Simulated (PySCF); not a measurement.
Vertical excitations of a molecule C2H8OSi from TDDFT-ωB97X/def2-SVPD in PySCF, as energy in eV (oscillator strength): 7.69 (0.039), 8.45 (0.012), 8.61 (0.067), 9.02 (0.057), 9.17 (0.000), 9.25 (0.013), 9.42 (0.090), 9.57 (0.194), 9.71 (0.006), 9.95 (0.233). Lowest triplet (TDA): 7.42 eV. Coordinates come from a B3LYP-D3(BJ)/def2-SVP optimisation. One conformer was computed; it need not be the lowest.

Which molecule gave these data?
A. C[SiH2]CO
B. C[SiH](C)O
C. C[C@@H](O)[SiH3]
D. CC[SiH2]O

B, C[SiH](C)O
